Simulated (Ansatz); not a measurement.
Molecule: CH$_{4}$BS$_{2}$, charge -1, multiplicity 1. It need not be the lowest isomer of its formula. Whether it binds its extra electron was not tested at this geometry. 
Structure (B3LYP-D3(BJ)/def2-TZVP (Ansatz, an electronic-structure program) minimum search):
SMILES: CB(S)[S-]
```xyz
8

C     -1.5971    -0.9644     0.2704
B     -0.3257    -0.0264     0.0267
S     -0.3269     1.6862    -0.2596
S      1.3294    -0.9525     0.0684
H     -1.6594    -1.7576    -0.4853
H     -2.5227    -0.3866     0.2371
H     -1.5412    -1.4686     1.2434
H      0.8931    -2.2071     0.3080
```
Charge -1, spin multiplicity 1.

Total electronic energies in hartree. Cores are frozen in the correlated levels unless marked. No spin-orbit coupling. Non-relativistic. Basis-set limits of correlation are two-point, X^-3; Hartree-Fock from the larger set.

```tsv
level	program	energy (Eh)
HF/aug-cc-pV(D+d)Z	Ansatz	-860.07093
r2SCAN0/def2-TZVPD	Ansatz	-861.81287
CAM-B3LYP-D3(BJ)/def2-TZVPD	Ansatz + dftd3	-861.90557
B2GP-PLYP-D3(BJ)/def2-TZVPD	Ansatz + dftd3	-861.50021
MP2/cc-pwCVTZ	Ansatz	-860.75499
SCS-MP2/6-31G*	Ansatz	-860.45124
SCS-MP2/cc-pVTZ	Ansatz	-860.73868
CCSD(T)/6-31G*	Ansatz	-860.52236
CCSD(T)/CBS(aug-cc-pV(T+d)Z,aug-cc-pV(Q+d)Z)	Ansatz	-860.9198
```

Totals of different functionals don't rank their quality; only differences between species are comparable.
